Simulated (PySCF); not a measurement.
Highest harmonic wavenumber (cm⁻¹) of eight silicon and germanium compounds: PBE-D3(BJ) beside B3LYP-D3(BJ), computed with PySCF for isolated molecules in the bases named; differences from unrounded values. The eight are the first of their class met in an unordered collection, after screening for sound electronic states; none was chosen by its value. Each level has its own optimised geometry.

| molecule | basis | B3LYP-D3(BJ) | PBE-D3(BJ) | difference |
|---|---|---|---|---|
| C3H7ClSi, SMILES C=C(Cl)[SiH2]C | def2-SVP | 3234 | 3174 | -61 |
| Si(F)(Cl)(Me)(OH) (CH4ClFOSi), SMILES C[Si](O)(F)Cl | def2-SVP | 3874 | ___ | ___ |
| Si(F)2(OMe)(NH2) (CH5F2NOSi), SMILES CO[Si](N)(F)F | def2-SVP | 3679 | 3607 | -72 |
| C2H7FSi2, SMILES F[SiH2]/C=C/[SiH3] | def2-SVP | 3110 | 3048 | -62 |
| CH6OSeSi, SMILES CO[SiH2][SeH] | def2-SVP | 3112 | ___ | ___ |
| CH3NO3Si, SMILES O=C=N[SiH](O)O | def2-SVP | 3883 | 3772 | -111 |
| C2H9ClSi3, SMILES [SiH3][SiH2][SiH2]C(=C)Cl | def2-SVP | 3237 | 3177 | -60 |
| silolane (C4H10Si), SMILES C1CC[SiH2]C1 | def2-SVP | 3107 | ___ | ___ |

Complete the blanks. (Estimate from the structure and the level; the computed values follow.)


- CH6OSeSi, SMILES CO[SiH2][SeH], PBE-D3(BJ): 3047
- CH6OSeSi, SMILES CO[SiH2][SeH], difference: -64
- Si(F)(Cl)(Me)(OH) (CH4ClFOSi), SMILES C[Si](O)(F)Cl, PBE-D3(BJ): 3766
- Si(F)(Cl)(Me)(OH) (CH4ClFOSi), SMILES C[Si](O)(F)Cl, difference: -108
- silolane (C4H10Si), SMILES C1CC[SiH2]C1, PBE-D3(BJ): 3057
- silolane (C4H10Si), SMILES C1CC[SiH2]C1, difference: -50

PBE-D3(BJ) lies below B3LYP-D3(BJ) in 8 and above it in 0 of the eight; the mean signed difference is -74 and the largest -111 cm⁻¹.
